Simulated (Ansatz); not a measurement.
Input (CCSDT(Q)/cc-pV(T+d)Z; Ansatz, an electronic-structure program): A basis named .json is the Basis Set Exchange file of that set.

Ansatz 0.2 input:
```yaml
crystal:
  periodic: [false, false, false]
  atoms:
    - {symbol: O, position_ang: [-0.00000000, -0.00000000, -1.03556991]}
    - {symbol: Si, position_ang: [0.00000000, 0.00000000, 0.45356387]}
    - {symbol: H, position_ang: [0.00000000, 0.00000000, 1.93466511]}
basis:
  gaussian:
    orbitals: cc-pV_T+d_Z.json
total_charge: 1
magnetization: {spin_polarized: false}
correlation: {method: ccsdt_q, electrons: outside_noble_gas}
```

Output:

```
Functional definition: HF
integrals: 0.10 GiB planned
1011 factors; integrals over basis functions are off by at most 2.0e-7 eV
mean field: 0.19 GiB planned
mean field evaluation 1: about -9892.6421 eV, gradient 8.5e1 eV
mean field evaluation 2: about -9892.6415 eV, gradient 8.5e1 eV
mean field evaluation 4: about -9905.9537 eV, gradient 1.2e1 eV
mean field evaluation 8: about -9906.3313 eV, gradient 3.9e-1 eV
mean field evaluation 16: about -9905.9526 eV, gradient 1.2e1 eV
mean field evaluation 32: about -9892.3734 eV, gradient 3.1e0 eV
mean field evaluation 64: about -9890.8918 eV, gradient 7.6e-4 eV
mean field -9906.33210959 eV, -364.0509902744 hartree, gradient 5.1e-6 eV, S^2 0.000000; 2 other end points of the search recorded, 0 dependent functions left out
6 core orbitals not correlated
reference -9906.33210959 eV, -364.0509902744 hartree; 5, 5 occupied and 72, 72 virtual orbitals, 1011 factors
second order -9.31727349 eV of doubles, -0.00000000 eV of singles
coupled cluster: 1.14 GiB planned
cycle   1  -8.73326036 eV  change    5.8e-1 eV  update   1.6e-1
cycle   2  -9.37656620 eV  change   -6.4e-1 eV  update   1.4e-1
cycle   3  -9.80520304 eV  change   -4.3e-1 eV  update   4.1e-2
cycle   4  -9.84803304 eV  change   -4.3e-2 eV  update   2.0e-2
cycle   5  -9.79931067 eV  change    4.9e-2 eV  update   9.4e-3
cycle   6  -9.79957350 eV  change   -2.6e-4 eV  update   4.7e-3
cycle   7  -9.80681219 eV  change   -7.2e-3 eV  update   9.1e-4
cycle   8  -9.80802239 eV  change   -1.2e-3 eV  update   5.5e-4
cycle   9  -9.80739679 eV  change    6.3e-4 eV  update   1.8e-4
cycle  10  -9.80727319 eV  change    1.2e-4 eV  update   8.0e-5
cycle  11  -9.80722101 eV  change    5.2e-5 eV  update   3.6e-5
cycle  12  -9.80717025 eV  change    5.1e-5 eV  update   1.9e-5
cycle  13  -9.80716500 eV  change    5.3e-6 eV  update   1.0e-5
cycle  14  -9.80716686 eV  change   -1.9e-6 eV  update   3.9e-6
cycle  15  -9.80716874 eV  change   -1.9e-6 eV  update   2.3e-6
cycle  16  -9.80716754 eV  change    1.2e-6 eV  update   1.7e-6
cycle  17  -9.80716593 eV  change    1.6e-6 eV  update   6.2e-7
cycle  18  -9.80716592 eV  change    9.5e-9 eV  update   3.2e-7
perturbative correction -0.05192842 eV, -0.0019083341 hartree
Total energy: -9916.19120393 eV, -364.4133053086 hartree
```
